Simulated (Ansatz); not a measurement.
Gas-phase electronic energies from Ansatz, PBE0-D4/def2-TZVP geometries. CCSD(T)/CBS adds triple-zeta CCSD(T) − MP2 to the extrapolated MP2 energy (def2 sets, frozen cores). This one scheme is used for every species, atoms too. DFT in def2-TZVPP. HSE06 is defined as in plane-wave codes. Open shells (•) are unrestricted, without spin–orbit coupling. Spin–orbit coupling would lower the free atoms: a little for C.

`N#Cc1ccncc1` → 6 C• + 4 H• + 2 N•  (atomization)

```
         level  ΔE (eV)
        B97M-V    62.53
    r2SCAN0-D4    61.08
       ωB97M-V    62.51
        r2SCAN    62.50
         HSE06    63.25
  MP2/def2-SVP    61.43
MP2/def2-TZVPP    62.64
 HF/def2-QZVPP    43.24
```

(1) What does CCSD(T)/CBS give? (Estimate.)

Largest T1 diagnostic among the species: 0.012.

Answers

(1) Ansatz gave: +61.94 eV. The listed levels differ from it by 0.59, -0.86, 0.57, 0.56, 1.31, -0.51, 0.70, -18.70 eV.

Leaving LDA and LC-ωPBE aside and taking each functional with its dispersion term where it has one, the values, not all of them listed here, spread over 5.70 eV, from BHLYP-D4 to PBE-D4. LDA lies +7.98 eV from PBE without D4, its usual overbinding. From r2SCAN to r2SCAN0 (25 % exact exchange), in def2-TZVPP and without D4, ΔE moves by −1.52 eV: exact exchange takes away binding that semilocal exchange gives to molecules.

For atomizations the MP2-based limit and the directly extrapolated one differ by several kJ/mol either way, and by 10 to 25 for some Ge, Se and Sn compounds, so smaller differences from it don't rank the levels.
